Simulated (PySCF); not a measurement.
C3H8N2Si, SMILES N1C[C@@H](N)C=1[SiH3].

Coordinates come from a PBE0-D3(BJ)/def2-SVP optimisation. The structure was generated by enumeration; whether it is a known compound was not checked. The values are those of a single conformer.

Method: TDDFT-PBE/def2-SVPD run with PySCF.

Vertical excitations. Gas-phase values at a fixed geometry.

Estimate the UV-visible absorptions. (An estimate is asked for; the answer gives what the named calculation found.)


```
state  energy (eV)  λ (nm)      f          main pairs
-----  -----------  ------  -----  ------------------
S1            3.73     332  0.003      HOMO→LUMO 98 %
S2            4.69     265  0.005    HOMO−1→LUMO 97 %
S3            5.12     242  0.007    HOMO→LUMO+1 99 %
S4            5.52     225  0.005    HOMO→LUMO+2 99 %
S5            5.81     214  0.038    HOMO→LUMO+3 97 %
S6            5.97     208  0.003  HOMO−1→LUMO+1 97 %
S7            6.01     206  0.015    HOMO→LUMO+4 88 %
S8            6.06     205  0.005    HOMO−3→LUMO 85 %
S9            6.26     198  0.006    HOMO→LUMO+5 98 %
S10           6.37     195  0.015  HOMO−1→LUMO+2 93 %
T1            3.26     381      0      HOMO→LUMO 97 %
T2            4.11     302      0    HOMO−1→LUMO 92 %
T3            4.61     269      0    HOMO−2→LUMO 90 %
T4            5.00     248      0    HOMO→LUMO+1 99 %
```
Triplets are in the Tamm–Dancoff approximation, which puts them higher than full response would, so one can lie above its singlet here.
